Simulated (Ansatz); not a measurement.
## Redistribution: CH2I2 + C2H2F3I → CHI3 + C2H3F3

Species: CH2I2 (diiodomethane) `ICI`, singlet; C2H2F3I (1,1,1-trifluoro-2-iodoethane) `FC(F)(F)CI`, singlet; CHI3 (iodoform) `IC(I)I`, singlet; C2H3F3 (1,1,1-trifluoroethane) `CC(F)(F)F`, singlet. The partners trade H for I; both sit on C, so the bond types are kept.

Shapes, held fixed at every level: PBE0-D4/def2-TZVP. Programs: Ansatz 0.2.0. The zero-point and thermal change to 298 K, harmonic and unscaled (PBE0-D4/def2-TZVP), is -0.8 kJ/mol.

**What was measured.** Tabulated heats of formation (CRC Handbook of Chemistry and Physics): CH2I2 +119.5; C2H2F3I -644.5; CHI3 +251.0; C2H3F3 -744.6 kJ/mol, which give ΔH(298 K) = +31.4 kJ/mol.

```csv
level,kind,ΔH (kJ/mol),computed − measured
PBE-D4/def2-TZVPP,GGA,-0.8,-32.2
r2SCAN-D4/def2-TZVPP,meta-GGA,+4.1,-27.3
wB97M-V/def2-TZVPP,range-separated hybrid,+5.8,-25.6
wB97X-V/def2-TZVPP,range-separated hybrid,+6.9,-24.5
CCSD(T)/def2-SVP,coupled cluster or CI,+5.3,-26.1
CCSD/def2-TZVPP,coupled cluster or CI,+7.8,-23.6
CCSD(T)/def2-TZVPP,coupled cluster or CI,+4.6,-26.8
```

Nearest: CCSD/def2-TZVPP (-23.6); farthest: PBE-D4/def2-TZVPP (-32.2). 0 of 7 levels lie within 10 kJ/mol. The heats of C2H2F3I, C2H3F3 come from older tables and can be uncertain by 10 kJ/mol or more. The tabulated values of CH2I2, CHI3 are in doubt (older tables, estimates, or at odds with other calculations) and kept here. The wrong sign comes from PBE-D4/def2-TZVPP. For atoms past krypton def2 sets carry core potentials with scalar relativity. Outer-core shells of I are correlated, in sets that cover them unevenly.
